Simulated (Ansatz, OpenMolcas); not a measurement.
## How basis sets differ on SiPH5O2 (SMILES O[SiH2]OP)

SiPH5O2 has 9 atoms, charge 0, and is taken as a singlet. SMILES: `O[SiH2]OP`. The shape is that of a PBE0-D4/def2-TZVP optimisation. This is one conformer, not always the lowest.

Each level gives the HOMO–LUMO gap (eV). The values are calculated.

```json
{"level": "HF/ANO-R0 (sfX2C)", "kind": "Hartree–Fock", "program": "OpenMolcas", "value (eV)": "13.47", "CPU time": "5.1 s"}
{"level": "HF/ANO-RCC-MB (DKH2)", "kind": "Hartree–Fock", "program": "OpenMolcas", "value (eV)": "16.34", "CPU time": "4.9 s"}
{"level": "HF/ANO-XS-MB (DKH2)", "kind": "Hartree–Fock", "program": "OpenMolcas", "value (eV)": "15.97", "CPU time": "2.8 s"}
{"level": "HF/STO-3G", "kind": "Hartree–Fock", "program": "OpenMolcas", "value (eV)": "18.61", "CPU time": "3.3 s"}
{"level": "HF/3-21G", "kind": "Hartree–Fock", "program": "Ansatz", "value (eV)": "14.28", "CPU time": "0.38 s"}
{"level": "HF/6-31G* (spherical functions)", "kind": "Hartree–Fock", "program": "Ansatz", "value (eV)": "13.79", "CPU time": "0.92 s"}
```

The values span 13.47 to 18.61 eV. A Hartree–Fock LUMO above zero doesn't converge with the basis: it sinks as sets grow more diffuse. Orbital gaps aren't excitation energies. Times are those of the runs behind each value, whatever else they computed, on shared processors of several kinds: orders of magnitude only.
